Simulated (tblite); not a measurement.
Record of a relaxation.

Compound: C₇H₁₂BF.
SMILES with atom numbers: `[CH2:1]=[C:2]1[CH2:3][C@@H:4]([B:5]([CH3:6])[CH3:7])[C@@H:8]1[F:9]` (hydrogens: H10, H11 on C1; H12, H13 on C3; H14 on C4; H15, H16, H17 on C6; H18, H19, H20 on C7; H21 on C8)

Computed with GFN2-xTB (tblite), gas phase: L-BFGS steps from a force-field or distance-geometry start until the largest atomic force falls under 0.01 eV/Å. 6 of its 216 geometries are shown.

Step 0: E = -734.3384 eV, largest atomic force 2.378 eV/Å
```
atom  x, y, z in Å  |  force x, y, z in eV/Å
C1      3.349    0.372    0.597   -0.057   0.015  -0.050
C2      2.070    0.072    0.404    2.235  -0.797   0.154
C3      1.264   -0.175   -0.826    0.723   0.761  -0.765
C4      0.112    0.408   -0.002   -1.174  -0.669   0.076
B5     -1.308   -0.123   -0.333   -1.854   1.102  -0.221
C6     -2.175   -1.096    0.574    0.028   0.338  -0.493
C7     -2.143    0.755   -1.399    0.586  -0.038   0.491
C8      0.835   -0.197    1.180    0.769   0.435   1.046
F9      0.676    0.492    2.357   -0.068  -0.517   0.411
H10     3.801    0.518    1.578   -0.363   0.019  -0.362
H11     4.027    0.506   -0.256   -0.452  -0.043   0.458
H12     1.208   -1.269   -0.994   -0.242   0.791  -0.367
H13     1.540    0.437   -1.678    0.095  -0.475  -0.443
H14     0.175    1.516    0.098    0.082  -0.731  -0.327
H15    -3.016   -0.468    0.979    0.905  -0.754  -0.057
H16    -2.668   -1.857   -0.065    0.344   0.204   0.647
H17    -1.555   -1.538    1.365   -0.792  -0.076  -0.138
H18    -1.976    1.824   -1.150   -0.196  -0.596  -0.319
H19    -3.213    0.545   -1.297    0.364   0.128  -0.594
H20    -1.745    0.597   -2.414   -0.571   0.124   0.341
H21     0.734   -1.303    1.283   -0.362   0.779   0.513
```

Step 43: E = -735.1312 eV, largest atomic force 0.163 eV/Å
```
atom  x, y, z in Å  |  force x, y, z in eV/Å
C1      3.384    0.065    0.560   -0.121  -0.058  -0.018
C2      2.085   -0.003    0.347    0.149  -0.030   0.058
C3      1.177    0.113   -0.846    0.064  -0.013  -0.021
C4      0.031    0.522    0.133    0.033   0.041  -0.081
B5     -1.420   -0.012   -0.215    0.008   0.046  -0.002
C6     -2.154   -1.148    0.588    0.048   0.021  -0.028
C7     -2.118    0.655   -1.467   -0.009   0.015   0.000
C8      0.913   -0.002    1.287   -0.052  -0.037  -0.015
F9      1.032    0.806    2.395   -0.077   0.052   0.005
H10     3.775    0.043    1.564    0.017   0.014  -0.019
H11     4.098    0.144   -0.241   -0.016   0.010  -0.034
H12     0.999   -0.849   -1.325   -0.053  -0.053   0.034
H13     1.469    0.822   -1.615   -0.007   0.137   0.017
H14     0.023    1.612    0.208    0.012   0.036  -0.019
H15    -2.983   -0.708    1.145    0.037  -0.022  -0.001
H16    -2.604   -1.881   -0.080    0.003   0.007   0.028
H17    -1.529   -1.679    1.302   -0.042   0.006   0.004
H18    -2.110    1.742   -1.404    0.003  -0.013   0.035
H19    -3.149    0.344   -1.620    0.067  -0.025  -0.025
H20    -1.559    0.420   -2.374   -0.060  -0.040   0.030
H21     0.631   -0.989    1.658   -0.004  -0.092   0.053
```

Step 86: E = -735.1495 eV, largest atomic force 0.013 eV/Å
```
atom  x, y, z in Å  |  force x, y, z in eV/Å
C1      3.355   -0.105    0.552    0.000   0.005   0.001
C2      2.058    0.010    0.359    0.011  -0.003  -0.007
C3      1.186    0.273   -0.838   -0.004   0.002   0.003
C4      0.013    0.596    0.136    0.002   0.004   0.005
B5     -1.405   -0.010   -0.228    0.003   0.004   0.004
C6     -2.094   -1.149    0.610   -0.004   0.003   0.000
C7     -2.120    0.575   -1.507    0.002  -0.006   0.000
C8      0.880    0.059    1.295    0.008  -0.003   0.000
F9      1.008    0.905    2.378   -0.001   0.003   0.005
H10     3.766   -0.232    1.539    0.001  -0.002  -0.004
H11     4.055   -0.065   -0.267   -0.006   0.003   0.002
H12     1.011   -0.619   -1.440    0.003   0.008   0.001
H13     1.509    1.082   -1.492    0.001  -0.008   0.006
H14    -0.057    1.680    0.253   -0.004   0.004  -0.003
H15    -2.891   -0.703    1.205   -0.002   0.003   0.004
H16    -2.578   -1.891   -0.023   -0.004   0.007  -0.006
H17    -1.442   -1.673    1.303   -0.003   0.000  -0.001
H18    -2.169    1.663   -1.481    0.000  -0.004   0.002
H19    -3.129    0.201   -1.659   -0.004  -0.003  -0.001
H20    -1.546    0.330   -2.400   -0.001  -0.006  -0.007
H21     0.581   -0.910    1.704    0.002  -0.010  -0.002
```

Step 129: E = -735.1726 eV, largest atomic force 0.051 eV/Å
```
atom  x, y, z in Å  |  force x, y, z in eV/Å
C1      3.376    0.004    0.472   -0.006  -0.008   0.023
C2      2.072    0.081    0.311    0.014  -0.018  -0.025
C3      1.172    0.554   -0.798    0.006  -0.003   0.023
C4     -0.019    0.510    0.197   -0.002   0.019   0.003
B5     -1.423   -0.078   -0.233   -0.004   0.018  -0.021
C6     -2.283   -0.913    0.785   -0.018  -0.012  -0.009
C7     -1.948    0.281   -1.676    0.014   0.003   0.008
C8      0.902   -0.194    1.218   -0.011   0.003  -0.019
F9      0.961    0.393    2.464    0.000  -0.002   0.038
H10     3.809   -0.351    1.391    0.007   0.033   0.008
H11     4.056    0.302   -0.308    0.018  -0.012  -0.006
H12     1.095   -0.176   -1.603   -0.039   0.005  -0.033
H13     1.415    1.524   -1.228    0.009   0.008   0.007
H14    -0.202    1.522    0.575   -0.001   0.008  -0.005
H15    -2.668   -0.237    1.550    0.004  -0.010   0.000
H16    -3.142   -1.409    0.338    0.017   0.010   0.005
H17    -1.705   -1.662    1.322    0.009   0.011   0.002
H18    -1.808    1.338   -1.897   -0.001  -0.005  -0.021
H19    -2.993    0.037   -1.847   -0.005  -0.006   0.021
H20    -1.368   -0.254   -2.428   -0.003  -0.010   0.008
H21     0.694   -1.254    1.393   -0.009  -0.032  -0.007
```

Step 172: E = -735.1826 eV, largest atomic force 0.018 eV/Å
```
atom  x, y, z in Å  |  force x, y, z in eV/Å
C1      3.368    0.072    0.466   -0.006   0.000   0.004
C2      2.066    0.099    0.280   -0.002   0.005  -0.003
C3      1.155    0.681   -0.768   -0.007   0.004   0.003
C4     -0.026    0.522    0.225   -0.003   0.002   0.003
B5     -1.433   -0.044   -0.225    0.009  -0.011  -0.011
C6     -2.336   -0.754    0.849   -0.001   0.003  -0.001
C7     -1.883    0.119   -1.725   -0.001   0.004  -0.004
C8      0.899   -0.320    1.134   -0.001   0.004  -0.004
F9      0.951    0.052    2.460    0.002   0.006   0.003
H10     3.800   -0.355    1.356    0.003  -0.003   0.001
H11     4.050    0.485   -0.258    0.012   0.002  -0.010
H12     1.065    0.049   -1.651    0.001  -0.003   0.002
H13     1.391    1.695   -1.086    0.014  -0.001   0.002
H14    -0.194    1.478    0.733   -0.004   0.001   0.002
H15    -2.524   -0.086    1.689   -0.004  -0.004   0.006
H16    -3.298   -1.091    0.472   -0.011  -0.007   0.001
H17    -1.830   -1.618    1.280    0.001  -0.003   0.000
H18    -1.593    1.079   -2.147    0.001   0.003  -0.006
H19    -2.951   -0.013   -1.880    0.005   0.007  -0.001
H20    -1.382   -0.637   -2.331   -0.008  -0.004   0.013
H21     0.695   -1.396    1.129    0.001  -0.005   0.001
```

Step 215: E = -735.1875 eV, largest atomic force 0.008 eV/Å
```
atom  x, y, z in Å  |  force x, y, z in eV/Å
C1      3.371    0.061    0.479   -0.001   0.001  -0.003
C2      2.068    0.110    0.301    0.000   0.002   0.006
C3      1.163    0.660   -0.769   -0.001  -0.001  -0.003
C4     -0.025    0.537    0.223    0.000  -0.002  -0.003
B5     -1.419   -0.050   -0.235   -0.003   0.002  -0.001
C6     -2.293   -0.860    0.795    0.003   0.000  -0.001
C7     -1.915    0.190   -1.710   -0.003  -0.005  -0.005
C8      0.899   -0.252    1.179    0.001  -0.003   0.007
F9      0.953    0.207    2.479    0.003  -0.001  -0.003
H10     3.799   -0.336    1.384    0.002   0.000   0.000
H11     4.057    0.425   -0.267   -0.003   0.000   0.001
H12     1.074    0.001   -1.632    0.001  -0.003   0.001
H13     1.408    1.662   -1.117    0.001   0.001   0.002
H14    -0.211    1.514    0.682   -0.005   0.003  -0.003
H15    -2.524   -0.240    1.662   -0.001   0.000  -0.001
H16    -3.233   -1.225    0.391   -0.001   0.004   0.002
H17    -1.750   -1.716    1.192    0.004  -0.002  -0.004
H18    -1.409    1.005   -2.222    0.001   0.002   0.003
H19    -2.987    0.363   -1.770    0.005   0.000   0.005
H20    -1.726   -0.713   -2.292    0.000   0.001   0.003
H21     0.693   -1.326    1.246   -0.002   0.001  -0.003
```

Problem. Summarise the path.

Solution. The energy falls by 19.58 kcal/mol from step 0 to step 215; nine tenths of that is first reached at step 35. It rises by more than 0.2 meV at step 124. The largest force goes from 2.378 to 0.008 eV/Å. Among the bonds B5–C7 changes most, from 1.613 to 1.575 Å; the atoms move by 0.781 Å rms after alignment.

The cost below is that of the whole relaxation. On one thread of an Arm Neoverse N1, no GPU, shared host with 64 logical CPUs at a one-minute load of 57, this took 2.7 s.
